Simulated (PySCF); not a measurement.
# Working with the constants of Br₂⁻

PBE0 constants of Br₂⁻, doublet, unpaired electrons σ ↑ (basis Br aug-cc-pVDZ-PP with ECP10; scalar-relativistic core potentials; PySCF 2.14; masses 78.9183 and 78.9183 u):

* ωe: 139.3 cm⁻¹
* ωexe: 0.81 cm⁻¹
* Be: 0.050954 cm⁻¹
* αe: 0.000326 cm⁻¹
* De to Br + Br⁻: 1.50 eV

**Question.** What force constant and bond length do these constants imply?

**Answer.** Reduced mass μred = 39.459 u; k = 5.8918×10⁻⁷·μred·ωe² (u, cm⁻¹, mdyn/Å) = 0.451 mdyn/Å; Re = √(16.8576/(μred·Be)) (u, cm⁻¹, Å) = 2.896 Å.

**Question.** Estimate the centrifugal constant D from the Kratzer relation and find the Dunham coefficient a1.

**Answer.** D = 4Be³/ωe² = 2.73e-08 cm⁻¹; a1 = −1 − αeωe/(6Be²) = -3.92.

Spin–orbit coupling is left out. The state was picked by a PBE0 search and need not be the measured ground state.
